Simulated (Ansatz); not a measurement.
Geometry optimisation, DFT PBEsol, scalar-relativistic, plane waves, PAW (Ansatz 0.2.0).

Input:

```yaml
crystal:
  lattice:
    - [8.1, 0.0, 0.0]
    - [0.0, 8.1, 0.0]
    - [0.0, 0.0, 8.1]
  atoms:
    - { symbol: Al, position: [0.5, 0.0, 0.0] }
    - { symbol: Al, position: [0.75, 0.25, 0.0] }
    - { symbol: Al, position: [0.75, 0.0, 0.25] }
    - { symbol: Al, position: [0.0, 0.0, 0.0] }
    - { symbol: Al, position: [0.25, 0.25, 0.0] }
    - { symbol: Al, position: [0.5, 0.5, 0.0] }
    - { symbol: Al, position: [0.75, 0.75, 0.0] }
    - { symbol: Al, position: [0.25, 0.0, 0.25] }
    - { symbol: Al, position: [0.5, 0.25, 0.25] }
    - { symbol: Al, position: [0.75, 0.5, 0.25] }
    - { symbol: Al, position: [0.5, 0.0, 0.5] }
    - { symbol: Al, position: [0.75, 0.25, 0.5] }
    - { symbol: Al, position: [0.75, 0.0, 0.75] }
    - { symbol: Al, position: [0.0, 0.5, 0.0] }
    - { symbol: Al, position: [0.25, 0.75, 0.0] }
    - { symbol: Al, position: [0.0, 0.25, 0.25] }
    - { symbol: Al, position: [0.25, 0.5, 0.25] }
    - { symbol: Al, position: [0.5, 0.75, 0.25] }
    - { symbol: Al, position: [0.0, 0.0, 0.5] }
    - { symbol: Al, position: [0.25, 0.25, 0.5] }
    - { symbol: Al, position: [0.5, 0.5, 0.5] }
    - { symbol: Al, position: [0.75, 0.75, 0.5] }
    - { symbol: Al, position: [0.25, 0.0, 0.75] }
    - { symbol: Al, position: [0.5, 0.25, 0.75] }
    - { symbol: Al, position: [0.75, 0.5, 0.75] }
    - { symbol: Al, position: [0.0, 0.75, 0.25] }
    - { symbol: Al, position: [0.0, 0.5, 0.5] }
    - { symbol: Al, position: [0.25, 0.75, 0.5] }
    - { symbol: Al, position: [0.0, 0.25, 0.75] }
    - { symbol: Al, position: [0.25, 0.5, 0.75] }
    - { symbol: Al, position: [0.5, 0.75, 0.75] }
    - { symbol: Al, position: [0.0, 0.75, 0.75] }
    - { symbol: Cu, position: [0.2352873, 0.4998706, 0.5050677] }
basis:
  ecutwfc: 420.0
kpoints:
  mp_grid: { grid: [2, 2, 2] }
hamiltonian:
  xc: pbesol
  pseudopotentials: { kind: paw, azcp: { folder: soft_1 } }
scf:
  occupations: { method: gaussian, width: 0.15 }
  lower_state_search: "off"
relax:
  f_tol: 0.03
  max_steps: 60
  adjacent_minimum: "off"
output:
  write_density: true
  write_potential: true
  elf: true
  volumetric_format: npy
```

Command:

```bash
$ ansatz run input.yaml --threads 2 --pin off --max-ram 5120MiB --backend cpu --events-out ev --progress --plain --runs-dir out
```

Q: Where does it end, and by what steps?

A: The forces met the threshold. The force dipped under the threshold on the way, but the program's further checks kept it going. Limits of this set-up: coarse k mesh, PAW files made for another functional. After 4 steps the energy has fallen by 4.137 eV; Al27 moved furthest, 0.33 Å.

```json
{"step": "0", "energy less start (eV)": "0.0000", "largest force component (eV/Å)": "7.630", "accepted": "yes"}
{"step": "1", "energy less start (eV)": "-3.4943", "largest force component (eV/Å)": "2.263", "accepted": "yes"}
{"step": "2", "energy less start (eV)": "-4.0574", "largest force component (eV/Å)": "0.649", "accepted": "yes"}
{"step": "3", "energy less start (eV)": "-4.1375", "largest force component (eV/Å)": "0.023", "accepted": "yes"}
{"step": "4", "energy less start (eV)": "-4.1375", "largest force component (eV/Å)": "0.023", "accepted": "yes"}
```

```xyz
33
Lattice="8.1000 0.0000 0.0000 0.0000 8.1000 0.0000 0.0000 0.0000 8.1000" Properties=species:S:1:pos:R:3
Al 4.070 0.000 0.001
Al 6.072 2.001 0.001
Al 6.072 0.000 2.002
Al -0.027 0.000 0.001
Al 2.022 1.950 0.002
Al 4.123 4.050 0.002
Al 6.072 6.099 0.001
Al 2.021 0.000 1.951
Al 4.078 1.993 1.995
Al 6.070 4.050 1.951
Al 4.123 0.000 4.051
Al 6.070 1.950 4.051
Al 6.073 0.000 6.100
Al -0.078 4.050 0.002
Al 2.022 6.150 0.002
Al -0.034 1.995 1.997
Al 2.024 4.050 1.713
Al 4.078 6.107 1.995
Al -0.078 0.000 4.051
Al 2.024 1.709 4.051
Al 4.356 4.050 4.051
Al 6.070 6.150 4.051
Al 2.022 0.000 6.151
Al 4.077 1.994 6.107
Al 6.070 4.050 6.151
Al -0.034 6.105 1.997
Al -0.326 4.050 4.050
Al 2.024 6.390 4.051
Al -0.033 1.996 6.105
Al 2.024 4.050 6.394
Al 4.077 6.106 6.107
Al -0.033 6.104 6.105
Cu 2.014 4.050 4.053
```

Time of the run: 57 s on 2 threads of Arm Neoverse V2, with other jobs on the host, peak memory 1.1 GiB.
